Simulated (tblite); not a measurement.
Run record: tight-binding relaxation, `C=C(C#CC)O/C(F)=[CH]/[GaH2]`.

Computed with GFN2-xTB geometry optimisation, gas phase (tblite 0.8.0). Start geometry: from a force field or distance geometry. The input is one job of a driver script: a line of settings, then coordinates in Å.

Command:
```bash
OMP_NUM_THREADS=1 python probes_run.py task.json out
```

Input:
```
{"job": {"kind": "relax", "xc": "GFN2-xTB", "basis": "xTB"}, "charge": 0, "multiplicity": 1}
C      0.835500     2.261500     1.476400
C      0.588600     1.390100     0.491800
C      1.458000     0.214500     0.492700
C      2.172900    -0.735900     0.458200
C      3.072900    -1.912300     0.436400
O     -0.391700     1.550500    -0.445400
C     -1.168900     0.576000    -1.012500
F     -0.671300    -0.433500    -1.769400
C     -2.476800     0.641500    -0.776700
Ga    -3.883900    -0.704600    -1.509400
H      1.600900     2.075400     2.178300
H      0.194500     3.136600     1.502000
H      3.496500    -2.138400     1.434000
H      2.574900    -2.794600    -0.027300
H      3.903300    -1.635900    -0.243000
H     -2.872500     1.463700    -0.148300
H     -3.732200    -2.042700    -2.229300
H     -4.709400    -0.905700    -0.320400
```

Output:
```
step      E/eV     max force
  0    -786.05796    2.641
  1    -786.20003    6.061
  2    -786.49835    1.348
  3    -786.60441    1.001
  4    -786.67463    0.996
  5    -786.72962    0.865
  6    -786.77960    0.610
  7    -786.81487    0.430
  8    -786.83859    0.397
  9    -786.85602    0.328
... (171 lines left out)
181    -787.44162    0.028
182    -787.44172    0.024
183    -787.44180    0.017
184    -787.44184    0.016
185    -787.44187    0.013
186    -787.44190    0.012
187    -787.44193    0.012
188    -787.44195    0.010
189    -787.44196    0.010
190    -787.44197    0.008
```

«max force» is the largest atomic force in eV/Å.

Q: From which step on does the largest force stay under 0.1 eV/Å, and how much energy is left to gain from there?

A: From step 166 (0.097 eV/Å), 4.0 meV above the end.

In short: energy lowered by 31.9 kcal/mol over 190 steps; largest atomic force 0.008 eV/Å at the end.

Q: Give the final coordinates.

A: 1.399 Å rms from the input after alignment:
```
atom  x, y, z in Å
C1     1.0242    2.5538    1.7094
C2     0.4952    1.6170    0.9298
C3     1.1427    0.4274    0.5221
C4     1.5217   -0.6316    0.0914
C5     2.0408   -1.8865   -0.3884
O6    -0.8104    1.8040    0.4373
C7    -1.3881    0.8158   -0.1902
F8    -1.6058   -0.3488    0.7439
C9    -1.8760    0.5667   -1.3848
Ga10  -2.4496   -1.3294   -1.0018
H11    2.0257    2.4512    2.0817
H12    0.4641    3.4305    1.9765
H13    2.4885   -2.4463    0.4322
H14    1.2242   -2.4703   -0.8171
H15    2.7959   -1.7121   -1.1545
H16   -1.7649    1.3297   -2.1407
H17   -1.4404   -2.4795   -1.2862
H18   -3.8966   -1.6852   -0.5723
```

Hardware: one thread of an Arm Neoverse N1, no GPU, shared host with 64 logical CPUs at a one-minute load of 56. Cost: 2.7 s wall.
Labels such as C1 count atoms from 1, the log's own numbers from 0.
